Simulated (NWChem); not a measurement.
System: imidazole (C₃H₄N₂); SMILES c1cnc[nH]1

Here is an NWChem input.

```
start job
memory heap 200 mb stack 900 mb global 1100 mb
geometry units angstroms
  C     -0.888680    -0.739155     0.024976
  C     -0.971906     0.594528    -0.250331
  N      0.307743     1.067588    -0.169257
  C      1.093264     0.009747     0.147314
  N      0.402016    -1.085850     0.269771
  H     -1.671026    -1.469751     0.062666
  H     -1.802362     1.226219    -0.488731
  H      0.599481     2.019567    -0.318053
  H      2.154311     0.084969     0.277291
end
basis spherical
  * library 6-31g*
end
dft
  xc b3lyp
  iterations 150
end
driver
  maxiter 120
end
task dft optimize
task dft freq
```

The level has its own optimisation; frequencies are unscaled. Brackets give each atom's bonded neighbours.

Predict the main results of this run. (B3LYP/6-31G* (spherical d).) Quantities: r C–C (Å); r C–N [C(CHN)–N(CC)] (Å); r C–H [C(CHN)–H(C)] (Å); r C–N [C(CHN)–N(CCH)] (Å); highest harmonic frequency (cm⁻¹); lowest (cm⁻¹); zero-point energy (kcal/mol); dipole (D).

r C–C (Å): 1.373
r C–N [C(CHN)–N(CC)] (Å): 1.378
r C–H [C(CHN)–H(C)] (Å): 1.081
r C–N [C(CHN)–N(CCH)] (Å): 1.381
highest harmonic frequency (cm⁻¹): 3653
lowest (cm⁻¹): 504
zero-point energy (kcal/mol): 44.7
dipole (D): 3.71
